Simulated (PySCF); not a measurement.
A calculated (PBE, PySCF 2.14, dyall-acv3z, no relativity, point nucleus) atom or ion has these occupied shells.

```json
{"shell": "1s α", "electrons": "1", "orbital energy (eV)": "-117.96", "rms radius, mean of both spins (bohr)": "0.489"}
{"shell": "1s β", "electrons": "1", "orbital energy (eV)": "-117.65", "rms radius, mean of both spins (bohr)": "0.489"}
{"shell": "2p α", "electrons": "1", "orbital energy (eV)": "-10.898", "rms radius, mean of both spins (bohr)": "2.56"}
```

Problem. Name the element and its charge.

Solution. Be⁺ (beryllium, charge +1), in [He] 2p1, 2P determinant (an excited configuration).
